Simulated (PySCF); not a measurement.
Be(H)(Et) (C2H6Be), SMILES [CH2]([BeH])C. Heavy atoms are numbered as in [BeH:1][CH2:3][CH3:4]. Hydrogens are named by the atom that carries them.

Geometry: PBE-D3(BJ)/def2-TZVP.

Method: PySCF with PBE0/pcSseg-2.

GIAO shieldings, no solvent; atoms alike by connectivity are averaged. δ = σ(ref) − σ: ¹H against TMS (σ = 31.54 ppm); ¹³C against TMS (σ = 186.1 ppm), references at their B3LYP-D3(BJ)/def2-TZVP geometries, non-relativistic.

| atoms | nucleus | count | δ (ppm) |
|---|---|---|---|
| H on Be1 | ¹H | 1 | 3.51 |
| H on C4 | ¹H | 3 | ___ |
| H on C3 | ¹H | 2 | 0.30 |
| C4 (CH3) | ¹³C | 1 | 10.0 |
| C3 (CH2) | ¹³C | 1 | ___ |

Question: Fill in the missing entries. (An estimate is asked for; the answer gives what the named calculation found.)

Answer: 
- C3 (CH2), δ (ppm): 6.3
- H on C4, δ (ppm): 1.28
